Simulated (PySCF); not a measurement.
Br3Ta, neutral, multiplicity 3. Atoms are numbered in the order given.

```xyz
4

Ta     0.0000     0.0000    -0.0808
Br     0.0000     0.0000    -2.5039
Br     0.0000    -1.9917     1.3362
Br     0.0000     1.9917     1.3362
```
Charge 0, spin multiplicity 3.

Geometry: PBE0-D3(BJ)/def2-SVP. The spin state was assumed, not searched. The def2 effective core potentials stand for the cores of Ta; spin–orbit coupling is left out.

These are ωB97X/def2-TZVP (PySCF) values and carry that method's errors.

- total energy: -7779.72229 hartree
- point group: C2v
- α spin, highest occupied and lowest empty level: -8.10 and -0.92 eV
- β spin, highest occupied and lowest empty level: -11.04 and -2.02 eV
- dipole moment: 1.04 D
- quadrupole, principal values (traceless, Buckingham form, about the centre of nuclear charge): -2.62, -0.31, 2.93 D·Å
- mean static polarisability: 106.8 bohr³ (15.83 Å³)
- polarisability, principal values: 76.1, 114.3, 130.0 bohr³
- ⟨S²⟩: 2.004 (pure state 2.00)
